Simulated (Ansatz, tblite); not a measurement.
Isomers of B4 (singlet), found by a short tight-binding search and relaxed with PBE-D4/def2-TZVP in Ansatz.

The xTB rows come from tblite. Correlated methods freeze 4 core orbitals.

Run but left out: HF/def2-TZVPP (A: restricted singlet, unstable towards broken spin symmetry).

A: The restricted singlet is unstable towards broken spin symmetry in Hartree–Fock (as tested in another run); at PBE-D4/def2-TZVP, revPBE-D4/def2-TZVP, r2SCAN-D4/def2-TZVP, PBE0-D4/def2-TZVP and others this wasn't settled. At CCSD(T)/def2-TZVPP T1 of the charge 0 singlet is large (up to 0.068), so the single-reference result is doubtful. At CCSD(T)/def2-TZVPP the restricted singlet (for correlated methods, its reference) is unstable: a solution with broken spin symmetry lies lower. B: At CCSD(T)/def2-TZVPP T1 of the charge 0 singlet is large (up to 0.025), so the single-reference result is doubtful. At CCSD(T)/def2-TZVPP the restricted singlet (for correlated methods, its reference) is unstable: a solution with broken spin symmetry lies lower.

Other spin states were run for one of them alone.

A:

```xyz
4

B     0.218    0.117    0.093
B     1.606    0.867    0.697
B    -0.485   -0.896   -0.880
B    -1.339   -0.088    0.090
```

B:

```xyz
4

B     0.4524    0.1442   -0.7894
B    -0.4464   -0.1439    0.7928
B    -0.1461    1.2120    0.1376
B     0.1402   -1.2123   -0.1410
```

Estimate which lies lowest at each level, and how far above it the others are (eV).


| level | A | B |
| --- | --- | --- |
| GFN1-xTB | 1.50 | 0.00 |
| GFN2-xTB | 2.32 | 0.00 |
| PBE-D4/def2-TZVP | 2.25 | 0.00 |
| revPBE-D4/def2-TZVP | 2.12 | 0.00 |
| r2SCAN-D4/def2-TZVP | 2.34 | 0.00 |
| PBE0-D4/def2-TZVP | 2.47 | 0.00 |
| ωB97X-V/def2-TZVP | 2.52 | 0.00 |
| MP2/def2-TZVPP | 2.72 | 0.00 |
| CCSD/def2-TZVPP | 2.11 | 0.00 |
| CCSD(T)/def2-TZVPP | 2.09 | 0.00 |
Point groups (tolerance 0.1 Å): A C2v, B D2h. Lower isomers may exist.
